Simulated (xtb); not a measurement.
A run for xtb: GFN1-xTB on F3Si (SMILES F[Si](F)F).

```
$ xtb mol.xyz --gfn 1 --sp --chrg 0 --uhf 1
4

Si    -0.00194166    -0.00206568    -0.42668994
F      1.48364372    -0.00920136     0.13506139
F     -0.73233542     1.28974778     0.13942327
F     -0.74926663    -1.27848074     0.15220529
```

It printed:

```
[...]
           -------------------------------------------------
          |                Calculation Setup                |
           -------------------------------------------------



           -------------------------------------------------
          |                 G F N 1 - x T B                 |
           -------------------------------------------------

        Reference                      10.1021/acs.jctc.7b00118
      * Hamiltonian:
        H0-scaling (s, p, d)           1.850000    2.250000    2.000000
        zeta-weighting                 0.000000
      * Dispersion:
        s8                             2.400000
        a1                             0.630000
        a2                             5.000000
        s9                             0.000000
      * Repulsion:
        kExp                           1.500000
        rExp                           1.000000
      * Coulomb:
        alpha                          2.000000
        third order                    atomic
        anisotropic                    false
      * Halogen bond correction:
        rad-scale                      1.300000
        damping                        0.440000


          ...................................................
          :                      SETUP                      :
          :.................................................:
          :  # basis functions                  22          :
          :  # atomic orbitals                  21          :
          :  # shells                            9          :
          :  # electrons                        25          :
          :  # halogen bonds                     0          :
          :  max. iterations                   250          :
          :  Hamiltonian                  GFN1-xTB          :
          :  restarted?                      false          :
          :  GBSA solvation                  false          :
          :  PC potential                    false          :
          :  electronic temp.          300.0000000     K    :
          :  accuracy                    1.0000000          :
          :  -> integral cutoff          0.2500000E+02      :
          :  -> integral neglect         0.1000000E-07      :
          :  -> SCF convergence          0.1000000E-05 Eh   :
          :  -> wf. convergence          0.2000000E-04 e    :
          :  Broyden damping             0.4000000          :
          :  net charge                          0          :
          :  unpaired electrons                  1          :
          ...................................................

 iter      E             dE          RMSdq      gap      omega  full diag
   1    -17.4580755 -0.174581E+02  0.795E+00    7.13       0.0  T
   2    -17.4613188 -0.324331E-02  0.458E+00    7.04       1.0  T
   3    -17.4580730  0.324582E-02  0.875E-01    6.86       1.0  T
   4    -17.4626965 -0.462353E-02  0.308E-01    6.90       1.0  T
   5    -17.4627435 -0.469952E-04  0.102E-02    6.91       4.9  T
   6    -17.4627438 -0.289218E-06  0.809E-05    6.91     618.4  T
   7    -17.4627438 -0.572449E-10  0.258E-05    6.91    1939.1  T

   *** convergence criteria satisfied after 7 iterations ***

         #    Occupation            Energy/Eh            Energy/eV
      -------------------------------------------------------------
         1        2.0000           -0.8464775             -23.0338
       ...           ...                  ...                  ...
         7        2.0000           -0.5642392             -15.3537
         8        2.0000           -0.5541500             -15.0792
         9        2.0000           -0.5541314             -15.0787
        10        2.0000           -0.5369779             -14.6119
        11        2.0000           -0.5369631             -14.6115
        12        2.0000           -0.5343974             -14.5417
        13        1.0000           -0.3795686             -10.3286 (HOMO)
        14                         -0.1256390              -3.4188 (LUMO)
        15                         -0.1255828              -3.4173
        16                         -0.0484432              -1.3182
        17                          0.1435242               3.9055
        18                          0.1435999               3.9076
       ...                                ...                  ...
        21                          0.7347179              19.9927
      -------------------------------------------------------------
                  HL-Gap            0.2539297 Eh            6.9098 eV
             Fermi-level           -0.3547934 Eh           -9.6544 eV

 SCC (total)                   0 d,  0 h,  0 min,  0.006 sec
 SCC setup                      ...        0 min,  0.000 sec (  2.148%)
 Dispersion                     ...        0 min,  0.000 sec (  1.091%)
 classical contributions        ...        0 min,  0.000 sec (  0.563%)
 integral evaluation            ...        0 min,  0.002 sec ( 27.781%)
 iterations                     ...        0 min,  0.002 sec ( 29.438%)
 molecular gradient             ...        0 min,  0.002 sec ( 34.764%)
 printout                       ...        0 min,  0.000 sec (  3.940%)

         :::::::::::::::::::::::::::::::::::::::::::::::::::::
         ::                     SUMMARY                     ::
         :::::::::::::::::::::::::::::::::::::::::::::::::::::
         :: total energy             -17.424780318906 Eh    ::
         :: gradient norm              0.009561748093 Eh/a0 ::
         :: HOMO-LUMO gap              6.909777602794 eV    ::
         ::.................................................::
         :: SCC energy               -17.462743823196 Eh    ::
         :: -> electrostatic           0.030143924403 Eh    ::
         :: repulsion energy           0.038602824162 Eh    ::
         :: dispersion energy         -0.000639319872 Eh    ::
         :: halogen bond corr.         0.000000000000 Eh    ::
         :: add. restraining           0.000000000000 Eh    ::
         :: total charge              -0.000000000000 e     ::
         :::::::::::::::::::::::::::::::::::::::::::::::::::::

           -------------------------------------------------
          |                Property Printout                |
           -------------------------------------------------

    * Orbital Energies and Occupations

         #    Occupation            Energy/Eh            Energy/eV
      -------------------------------------------------------------
         1        2.0000           -0.8464775             -23.0338
         2        2.0000           -0.8464621             -23.0334
         3        2.0000           -0.8447971             -22.9881
         4        2.0000           -0.5969914             -16.2450
         5        2.0000           -0.5694621             -15.4959
         6        2.0000           -0.5694597             -15.4958
         7        2.0000           -0.5642392             -15.3537
         8        2.0000           -0.5541500             -15.0792
         9        2.0000           -0.5541314             -15.0787
        10        2.0000           -0.5369779             -14.6119
        11        2.0000           -0.5369631             -14.6115
        12        2.0000           -0.5343974             -14.5417
        13        1.0000           -0.3795686             -10.3286 (HOMO)
        14                         -0.1256390              -3.4188 (LUMO)
        15                         -0.1255828              -3.4173
        16                         -0.0484432              -1.3182
        17                          0.1435242               3.9055
        18                          0.1435999               3.9076
        19                          0.1756595               4.7799
Note: The following floating-point exceptions are signalling: IEEE_DENORMAL
normal termination of xtb
        20                          0.7346971              19.9921
        21                          0.7347179              19.9927
      -------------------------------------------------------------
                  HL-Gap            0.2539297 Eh            6.9098 eV
             Fermi-level           -0.3547934 Eh           -9.6544 eV

  Mulliken/CM5 charges         n(s)   n(p)   n(d)
     1Si    0.61976  0.54947   1.143  1.209  1.028
     2F    -0.20657 -0.18313   1.767  5.440  0.000
     3F    -0.20659 -0.18316   1.767  5.440  0.000
     4F    -0.20661 -0.18318   1.767  5.440  0.000

Wiberg/Mayer (AO) data.
largest (>0.10) Wiberg bond orders for each atom

 ---------------------------------------------------------------------------
     #   Z sym  total        # sym  WBO       # sym  WBO       # sym  WBO
 ---------------------------------------------------------------------------
     1  14 Si   3.879 --     2 F    1.293     3 F    1.293     4 F    1.293
     2   9 F    1.352 --     1 Si   1.293
     3   9 F    1.352 --     1 Si   1.293
     4   9 F    1.352 --     1 Si   1.293
 ---------------------------------------------------------------------------

Topologies differ in total number of bonds
Writing topology from bond orders to xtbtopo.mol

 dipole moment from electron density (au)
     X       Y       Z
  -0.0024  -0.0027  -0.5787  total (Debye):    1.471


           -------------------------------------------------
          | TOTAL ENERGY              -17.424780318906 Eh   |
          | GRADIENT NORM               0.009561748093 Eh/α |
          | HOMO-LUMO GAP               6.909777602794 eV   |
           -------------------------------------------------

------------------------------------------------------------------------
------------------------------------------------------------------------
 total:
 SCF:
```

The run finished.

Cost: around 0.06 core-seconds (rough).
